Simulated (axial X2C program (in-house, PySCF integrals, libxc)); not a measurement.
**CrH⁺: cheaper levels and CCSD(T), two-component**

Computed with an in-house relativistic program for diatomic molecules. Two-component (2c) means X2C with spin–orbit coupling and atomic mean-field two-electron Coulomb and Gaunt terms. Basis: Cr dyall-cv3z [9s10p6d3f2g], H dyall-v3z [6s2p1d] (cores contracted in-house); Gaussian nuclei, density fitting, unrestricted open shells. Masses: Cr 51.941 u, H 1.008 u.

State: Ω = 2 (⟨Sz⟩ = 2.00, ⟨Lz⟩ = 0.00 at HF); fragments Cr+ + H.

```json
{"level": "PBE0", "Re (Å)": "1.597", "ωe (cm⁻¹)": "1817.9", "De (eV)": "1.48"}
{"level": "HF", "Re (Å)": "1.655", "ωe (cm⁻¹)": "1822.4", "De (eV)": "0.580"}
{"level": "MP2", "Re (Å)": "1.590", "ωe (cm⁻¹)": "1949.0", "De (eV)": "1.06"}
{"level": "CCSD", "Re (Å)": "1.604", "ωe (cm⁻¹)": "1895.5", "De (eV)": "1.38"}
{"level": "PBE", "Re (Å)": "1.597", "ωe (cm⁻¹)": "1793.8", "De (eV)": "1.76"}
```

Correlated methods: 6 electrons correlated (number of frozen shells: Cr 3 s, 2 p; H none), 196 virtual spin orbitals or spinors in MP2, 73 natural virtuals in coupled cluster.

CCSD(T), same Hamiltonian and basis:

Re = 1.602 Å, ωe = 1895.9 cm⁻¹, De = 1.42 eV; T1 = 0.042 (Lee–Taylor normalisation).

**Question.** Give the differences from CCSD(T) in the columns below.

**Answer.** 

```
level  ΔRe (Å)  Δωe (cm⁻¹)  ΔDe (eV)
 PBE0   -0.005         -78      0.06
   HF    0.053         -74     -0.84
  MP2   -0.012          53     -0.36
 CCSD    0.002           0     -0.04
  PBE   -0.005        -102      0.34
```

One determinant describes the state; a PBE0 search over occupations chose it and may have missed a lower one. De is counted from the lowest determinant-based energies of the atoms at the same level, without counterpoise correction. Density functionals use the spin component along the axis (collinear). CCSD and (T) use frozen natural virtuals with an MP2 correction for the truncation; (T) itself is uncorrected, so its De runs slightly low. With several unpaired electrons one determinant need not be a pure state. Open-shell Ω = 0 determinants with evenly filled partner blocks cannot be reached by this program, so the Ω shown need not be the lowest component. The determinant is spin-polarised beyond a pure state at some levels (its spin-free form has ⟨S²⟩ too high), which makes Re and μ there less reliable. The T1 diagnostic is large, a sign of multireference character.
